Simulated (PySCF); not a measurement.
An unknown is described by computed data only.

Formula: C5H16OSi2.

- UV, strongest line: among the 10 lowest singlet transitions: S7 at 8.00 eV (155 nm, f = 0.069) [TDDFT PBE0/def2-SVPD]
- 13C NMR: chemical shifts (computed TMS as zero) by class: 21.7 (1 C), 20.4 (1 C), 19.7 (1 C), -0.6 (2 C) ppm [GIAO CAM-B3LYP/pcSseg-1]
- UV, first state: lowest singlet excitation: 6.98 eV (178 nm, f = 0.017) [TDDFT PBE0/def2-SVPD]
- NMR, other nuclei: isotropic shieldings of nuclei other than C and H, by class: 305 (1 O), 323 (1 Si), 391 (1 Si) ppm [GIAO CAM-B3LYP/pcSseg-1]
- XPS: Si2p3/2 106.4, Si2p3/2 107.3, C1s 289.8, C1s 289.9 (×2), C1s 290.5, C1s 290.6, O1s 537.3, Si1s 1846.4, Si1s 1847.2 eV [ΔSCF SCAN, pcX-2 on the ionised atom, pcseg-1 elsewhere, spin-free X2C, 2p3/2 from a spin–orbit splitting computed afterwards within the 2p shell]
- Dipole: 1.18 D [PBE0/def2-SVPD]
- Rotational structure: rotational constants A, B, C: 1.635, 0.780, 0.645 GHz [PBE0-D3(BJ)/def2-SVP]
- Valence photoelectron: vertical ionisation energy: 9.49 eV [ΔSCF PBE0/def2-SVPD]

Electronic properties: PySCF, gas phase, density fitting. Levels stand in brackets. The structure is a single PBE0-D3(BJ)/def2-SVP conformer in the gas phase; no vibrational or solvent corrections. Each NMR value is the plain mean over a class of atoms that symmetry, rotation or inversion makes alike.

Problem. Give a SMILES that accounts for the data.

Solution. Numbering: `[CH3:1][CH2:2][CH2:3][Si:4]([CH3:5])([CH3:6])[O:7][SiH3:8]`. Its formula, C5H16OSi2, gives 0 degrees of unsaturation, so no ring and no π bond. 5 carbons fall into 4 classes; from least to most shielded: sp3 carbon bound to silicon [C3] (21.7 ppm), methyl carbon [C1] (20.4 ppm), chain CH2 carbon [C2] (19.7 ppm), Si-methyl carbon [C5/C6] (-0.6 ppm, 2 C). The other shieldings belong to: 305 ppm, siloxane oxygen [O7]; 323 ppm, oxygen-bound silicon [Si4]; 391 ppm, oxygen-bound silicon [Si8]. The core levels belong to: Si2p3/2 106.4 eV, oxygen-bound silicon [Si4]; Si2p3/2 107.3 eV, oxygen-bound silicon [Si8]; C1s 289.8 eV, sp3 carbon bound to silicon [C3]; C1s 289.9 eV, Si-methyl carbon [C5/C6]; C1s 290.5 eV, methyl carbon [C1]; C1s 290.6 eV, chain CH2 carbon [C2]; O1s 537.3 eV, siloxane oxygen [O7]; Si1s 1846.4 eV, oxygen-bound silicon [Si4]; Si1s 1847.2 eV, oxygen-bound silicon [Si8]. One atom of each topological class was ionised and stands for its class. The first electron is taken from the HOMO, whose largest Löwdin shares are 0.27 on the sp3 carbon bound to silicon, 0.15 on the siloxane oxygen, 0.15 on an oxygen-bound silicon and 0.06 on the methyl carbon. By its constants the optimised geometry is an asymmetric top. Structure: `CCC[Si](C)(C)O[SiH3]`. The assignments are read from this structure; whether some other isomer fits the data as well wasn't checked.

Conformer computed: `[CH3:1][CH2:2][CH2:3][Si:4]([CH3:5])([CH3:6])[O:7][SiH3:8]`: C1–C2–C3–Si4 180°, C2–C3–Si4–C5 63°, C3–Si4–O7–Si8 -6°.
